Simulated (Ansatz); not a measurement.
**A family of molecules: the atomisation energy (no zero-point term)**

All atoms of one element are swapped for its congeners: Ge(OH)4; Ge(SH)4; Ge(SeH)4. All are singlets with charge 0.

Shapes, held fixed at every level: PBE0-D4/def2-TZVP. Flexible molecules stand in one conformer, not always the lowest. Programs: Ansatz 0.2.0. Values in eV.

```csv
level,Ge(OH)4,Ge(SeH)4
HF/def2-SVP,22.29,15.25
r2SCAN-D4/def2-TZVPP,34.93,24.47
PBE0-D4/def2-TZVPP,34.29,24.16
wB97X-V/def2-TZVPP,34.94,24.35
MP2/def2-SVP,33.19,22.02
CCSD(T)/def2-TZVPP,34.20,23.65
```

Task: Estimate the column for Ge(SH)4 from its neighbours.

Result: The mean of the neighbours at CCSD(T)/def2-TZVPP is 28.93 eV, against 26.16 from the run: the member lies nearer Se. All rows: HF/def2-SVP 17.62; r2SCAN-D4/def2-TZVPP 27.25; PBE0-D4/def2-TZVPP 27.00; wB97X-V/def2-TZVPP 27.32; MP2/def2-SVP 24.41; CCSD(T)/def2-TZVPP 26.16 eV. At CCSD(T)/def2-TZVPP the atomisation energy falls at every step, from 34.20 to 23.65 eV. Every level shows the same order. Relativity is left out for Ge, Se. Outer-core shells of Ge, Se are correlated in most correlated rows, in sets that cover them unevenly. Spin-orbit coupling, which grows down the group, is left out (summed over each molecule's free atoms 0.16, 0.22, 0.59 eV). Coupled cluster in double- or triple-zeta sets underbinds by a few per cent against its basis-set limit.
